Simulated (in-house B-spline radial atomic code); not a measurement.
Eu⁺: [Kr] 4d10 4f7 5s2 (5p1/2)1 (5p3/2)4 6s2 (with a hole in an inner shell)

Level of theory: Dirac-Kohn-Sham LDA VWN5, spherical fractional occupations, Fermi nucleus of rms radius 5.1115 fm; calculated with an all-electron radial atomic-structure program (B-spline basis).

Screening seen three ways: the hydrogenic charge with the same mean radius, Z_r = [3n² - l(l+1)]/(2<r>), the one with the same energy, Z_e = n√(-2ε), and Slater's rules. Values are occupation-weighted means over j. An effective charge above Z reflects the relativistic contraction of the inner shells.

```
shell  electrons   ε (eV)  <r> (bohr)    Z_r    Z_e  Slater
   1s          2   -48279     0.02234  67.16  59.57   62.70
   2s          2  -7935.2     0.09466  63.39  48.30   58.85
   2p          6  -7101.1     0.08358  59.82  45.69   58.85
   3s          2  -1754.3      0.2495  54.12  34.07   51.75
   3p          6  -1491.9      0.2476  50.49  31.41   51.75
   3d         10  -1127.4      0.2261  46.45  27.31   41.85
   4s          2  -356.86      0.5665  42.37  20.49   35.25
   4p          6  -269.98      0.5992  38.38  17.82   35.25
   4d         10   -145.9      0.6551  32.05  13.10   23.85
   5s          2  -55.825       1.366  27.45  10.13   11.65
   5p          5  -34.089       1.603  22.77   7.91   11.65
   4f          7  -14.158      0.9315  19.32   4.08   14.90
   6s          2  -10.236       3.579  15.09   5.20    3.70
```

The least bound orbital is 6s1/2 at -10.24 eV, and it is also the most diffuse (<r> = 3.579 bohr). The part-filled 5p shell lies below the filled 6s shell in orbital energy.

For the 1s electron the small component carries 5.49 % of the norm, the zero-frequency Breit interaction raises the level by 143.1 eV, self-energy by 85.3 eV, and vacuum polarisation lowers it by 13.7 eV.
